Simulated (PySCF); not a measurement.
[SeO2]2+ (singlet). Level of theory: PySCF, PBE, basis Se def2-TZVP, O def2-TZVP (no relativity, density fitting).

Harmonic bands of its minimum:

```
ω (cm⁻¹)  IR (km/mol, summed over degenerate members)  degeneracy
     123                                          1.6           2
     905                                          0.0           1
    1074                                          6.8           1
```

Question: The central atom is Se. Infer the point group and assign the bands.

Answer: D∞h. The modes span πu + σg+ + σu+: 123 πu, 905 σg+, 1074 σu+. The computed geometry has Se–O 1.589 Å (×2); O–Se–O 180.0°.

Only a few start shapes were tried, so a lower isomer may exist.
